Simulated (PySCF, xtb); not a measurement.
CsBr, SMILES [Br][Cs].

Harmonic wavenumbers (cm⁻¹) from GFN2-xTB (xtb) at its own minimum, in rising order: 123.

Task: What does PBE0-D3(BJ)/def2-TZVPD (PySCF) give at its own minimum? (The exact figures need the calculation; the answer reports its results.)

Result: 146. Paired by order, the mean absolute difference is 22 cm⁻¹ and the zero-point energies are 0.2 and 0.2 kcal/mol.
